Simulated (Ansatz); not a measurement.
Ligand exchange: Si(CH3)(SiH3)F2 + C5H7F → Si(SiH3)F3 + C6H10

Species: Si(CH3)(SiH3)F2, singlet; C5H7F `FC1=CCCC1`, singlet; Si(SiH3)F3, singlet; C6H10 (1-methylcyclopentene) `CC1=CCCC1`, singlet. The partners trade CH3 for F: Si–CH3 and C–F bonds give way to Si–F and C–CH3.

Shapes, held fixed at every level: PBE0-D4/def2-TZVP. Flexible molecules stand in one conformer, not always the lowest. Programs: Ansatz 0.2.0. The zero-point and thermal change to 298 K, harmonic and unscaled (PBE0-D4/def2-TZVP), is +3.8 kJ/mol.

Estimate ΔH(298 K) of this reaction.

The highest level, CCSD(T)/CBS estimate, gives ΔH(298 K) = -190.2 kJ/mol; the levels span -190.2 to -164.8. The column of differences is taken from that level and isn't an error. No measured value is set beside it here. The CBS estimate extrapolates MP2 from def2-TZVPP and def2-QZVPP and adds CCSD(T) − MP2 in the triple-zeta set, cores frozen.

```csv
level,kind,ΔH(298 K) (kJ/mol),less CCSD(T)/CBS estimate
HF/def2-SVP,Hartree–Fock,-168.6,+21.6
PBE-D4/def2-TZVPP,GGA,-164.8,+25.4
r2SCAN-D4/def2-TZVPP,meta-GGA,-176.1,+14.1
wB97M-V/def2-TZVPP,range-separated hybrid,-177.3,+12.9
wB97X-V/def2-TZVPP,range-separated hybrid,-175.1,+15.1
CCSD/def2-SVP,coupled cluster or CI,-173.5,+16.7
CCSD(T)/def2-TZVPP,coupled cluster or CI,-187.3,+2.9
CCSD(T)/CBS estimate,coupled cluster or CI,-190.2,0.0
```
